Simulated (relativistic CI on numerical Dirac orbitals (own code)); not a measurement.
Hyperfine structure of Pm²⁷⁺, mass number 147

Calculated at this level of theory: Dirac-Coulomb-Breit CI, KLI orbitals optimised for each configuration, model QED, unscaled Slater integrals (own radial code, finite nucleus).

Configuration list (outside the closed core [Ar] 3d10): 4s2.4p4, 4s.4p5, 4s2.4p3.4d, 4p6, 4s.4p4.4d, 4s2.4p3.4f, 4s.4p4.4f, 4p5.4d, 4s.4p3.4d2, 4s2.4p2.4d.4f, 4p5.4f, 4p4.4d2, 4p3.4d3, 4p3.4d2.4f. Double excitations out of closed p, d and f shells are left out; levels of such configurations are missing from the list, as are those of other unlisted configurations, and high levels can miss mixing partners.

Nuclear spin I = 7/2, μ = 2.58 μN, Q = 0.74 b (tables of Stone and Pyykkö). The electronic factors are computed for point nuclear moments, without core polarisation or the Bohr-Weisskopf and QED corrections.

| Level | E (cm⁻¹) | A (GHz) | B (GHz) |
| --- | --- | --- | --- |
| 4s2.4p4 3P_2 | 0 | 18.38 | 8.18 |
| 4s2.4p4 3P_1 | 249032 | -9.358 | -18.1 |
| 4s2.4p4 1D_2 | 278427 | 47.38 | -44.4 |
| 4s.4p5 3P°_2 | 765150 | 102.6 | -31.4 |

Levels with J = 0, under 50 % of one LS term, or S terms without an open s electron are left out. Small factors come from cancelling terms and can be off by tens of per cent or more.

At this charge energies of transitions that change n are usually good to better than 1 %, and those within a shell (Δn = 0) to a few per cent.

Problem. Give the hyperfine levels of 4s2.4p4 3P_2 relative to its centre of gravity.

Solution. With K = F(F + 1) − I(I + 1) − J(J + 1), E = AK/2 + B[¾K(K + 1) − I(I + 1)J(J + 1)]/[2I(2I − 1)J(2J − 1)]: F = 3/2: -161, F = 5/2: -118.7, F = 7/2: -57.47, F = 9/2: 24.79, F = 11/2: 130.7 GHz.

LS names give the leading component of a level, which can be under half, so a name can repeat, a term be missing and a line seem to break the LS rules.
